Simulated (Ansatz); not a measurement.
Program: Ansatz. Geometries: PBE0-D4/def2-TZVP. ΔE: electronic, gas phase. CCSD(T)/CBS adds triple-zeta CCSD(T) − MP2 to the extrapolated MP2 energy (def2 sets, frozen cores). DFT in def2-TZVPP. B3LYP here is the variant with VWN-RPA as its local correlation; programs differ in this. Each species was taken in one conformer, which may not be the lowest.

Consider the formal exchange of groups at a B–C bond: `BCB(C)Cl` + `N[SiH2][SiH2]F` → `B[SiH](N)[SiH2]F` + `CB(C)Cl`.

| level | ΔE (kJ/mol) |
| --- | --- |
| B3LYP-D4 | 30.5 |
| PBE | 25.2 |
| r2SCAN | 29.5 |
| PBE0 | 28.2 |
| MP2/def2-TZVPP | 40.6 |
| HF/def2-QZVPP | 35.3 |
| HF/CBS(def2) | 35.4 |
| CCSD/CBS(def2) | 32.9 |

(1) What does CCSD(T)/CBS give? (Estimate.)

Largest T1 diagnostic among the species: 0.013.

Results:

(1) Ansatz gave: +33.3 kJ/mol. The listed levels differ from it by -2.8, -8.1, -3.8, -5.1, 7.3, 2.0, 2.1, -0.4 kJ/mol.

From PBE to PBE0 (25 % exact exchange), in def2-TZVPP and without D4, ΔE moves by +3.0 kJ/mol.
